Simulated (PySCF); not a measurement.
# Computed records: CH$_{4}$B

All values are calculated (PySCF 2.14.0). Calculation on a computer-drawn molecule: the log of a Hartree-Fock and frozen-core CCSD(T) single point meant for a local Hartree-Fock minimum, with one planted fault or none, to be diagnosed. Offsets are logged minus clean, where the clean run is the same molecule without the fault. The reference is restricted for singlets and unrestricted otherwise, and also for a bond in bohr or an excited solution. Adding or removing an electron swaps singlet and doublet. The excited solution moves the top pair (singlet) or top alpha electron (doublet) to the lowest empty orbital. Highest occupied and lowest empty are orbital energies over both spins, largest force is the largest gradient component, triples share is (T) over the correlation energy, the T1 limit is 0.02 restricted and 0.045 unrestricted, electrons count all cores, a negative frequency is imaginary (commonest isotopes), and the dipole is about the centre of nuclear charge.

```yaml
- formula: CH4B
  logged_structure:
    atoms_angstrom:
      - [B, 0.0097, 0.6858, 1.8266]
      - [C, -1.4516, 0.1693, 1.4454]
      - [H, 0.9406, -0.1258, 1.9983]
      - [H, 0.2336, 1.9055, 1.9565]
      - [H, -1.6998, -0.9231, 1.318]
      - [H, -2.3227, 0.8661, 1.2809]
  given:
    meant_charge: 0
    meant_multiplicity: 2
    meant_basis: cc-pVDZ
    logged_electrons: 15
    logged_basis_functions: 48
    logged_SCF_converged: "yes"
    logged_spin_squared: 0.7583
    "logged_highest_occupied [eV]": -10.856
    "logged_lowest_empty [eV]": 1.0751
    "logged_largest_force [hartree/bohr]": 0.026403
    logged_T1_diagnostic: 0.012831
    logged_D1_diagnostic: 0.051234
    logged_triples_share: 0.022363
    logged_CC_converged: "yes"
    "logged_dipole_magnitude [debye]": 0.87328
    logged_SCF_stable_within_its_kind: "yes"
    "logged_energy_HF [hartree]": -64.82342
    "logged_energy_CCSD(T) [hartree]": -65.06919
    possible_faults: "no fault, one electron removed, one electron added, multiplicity raised by two, geometry at a saddle point, SCF held on an excited solution, minimal basis STO-3G, one bond length entered in bohr, all coordinates scaled"
    drawn_bonds_atom: [1, 1, 1, 2, 2]
    drawn_bonds_other_atom: [2, 3, 4, 5, 6]
    drawn_bonds_order: [1, 1, 1, 1, 1]
  results:
    planted_fault: "all coordinates scaled, by +3.8 %"
    "HF_energy_offset_from_clean_run [kcal/mol]": 3.683
    "CCSD(T)_energy_offset_from_clean_run [kcal/mol]": 1.679
```
